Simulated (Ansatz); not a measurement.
# Errors in the atomisation enthalpy at 298 K

10 molecules holding an element past argon; the atomisation enthalpy at 298 K in kJ/mol, computed less measured. Shapes, held fixed at every level: PBE0-D4/def2-TZVP. Flexible molecules stand in one conformer, not always the lowest. Thermal terms are harmonic and unscaled (PBE0-D4/def2-TZVP); the spin-orbit lowering of the free atoms is taken from their spectra. Programs: Ansatz 0.2.0. Measured values: Active Thermochemical Tables, CRC Handbook of Chemistry and Physics, NIST-JANAF tables.

Levels: A = HF/def2-TZVPP; B = CCSD(T)/def2-SVP; C = CCSD(T)/def2-TZVPP.

```
                              molecule  from tabulated heats      A     B     C
                HBr (hydrogen bromide)                   366   -121   -26    -6
              IBr (iodine monobromide)                   178   -155   -65   -31
                           I2 (iodine)                   151   -153   -72   -36
                 BI3 (boron triiodide)                   819   -295   -40    +9
               SiH2Br2 (dibromosilane)                  1300   -335  -114   -34
       GeCl4 (germanium tetrachloride)                  1353   -398  -129   -24
                C2H3Br (vinyl bromide)                  2126   -607  -110   -57
C2H2F3I (1,1,1-trifluoro-2-iodoethane)                  2859   -941  -155   -82
                  C2H4I2 (SMILES ICCI)                  2446   -746  -153   -62
                C4H9Br (SMILES CCCCBr)                  5048  -1308  -214  -115
```

(1) Sum up the errors.

## Answers

(1) 
```tsv
level	kind	mean error	mean absolute error	worst case
HF/def2-TZVPP	Hartree–Fock	-505.9	505.9	C4H9Br
CCSD(T)/def2-SVP	coupled cluster or CI	-107.8	107.8	C4H9Br
CCSD(T)/def2-TZVPP	coupled cluster or CI	-43.8	45.6	C4H9Br
```

On this set CCSD(T)/def2-TZVPP has the smallest mean absolute error and HF/def2-TZVPP the largest. HF/def2-TZVPP is too low in 10 of 10; CCSD(T)/def2-SVP is too low in 10 of 10; CCSD(T)/def2-TZVPP is too low in 9 of 10. The heats of GeCl4, C2H2F3I, C4H9Br come from older tables and can be uncertain by 10 kJ/mol or more. The molecules' own spin-orbit binding is left out, so errors for heavy halides read too negative. Heats of the atoms come from ATcT where it has them, that of boron, 570 kJ/mol, from recent work. The levels differ in basis as well as in method. With so many references in doubt the order of the levels isn't settled. The tabulated values of BI3, SiH2Br2 are in doubt (older tables, estimates, or at odds with other calculations) and kept here. Over the 8 molecules whose values aren't doubted the mean absolute errors are A 553.6; B 115.5; C 51.6. For HF/def2-TZVPP and CCSD(T)/def2-SVP the error tends to grow with the atomisation enthalpy. Where a negative error exceeds the measured value, the molecule comes out unbound. Hartree–Fock lacks correlation and underbinds. Correlated wave functions converge slowly with the basis. For atoms past krypton def2 sets carry core potentials with scalar relativity. Relativity is left out for Br, Ge. Outer-core shells of Br, Ge, I are correlated, in sets that cover them unevenly. The set is small.
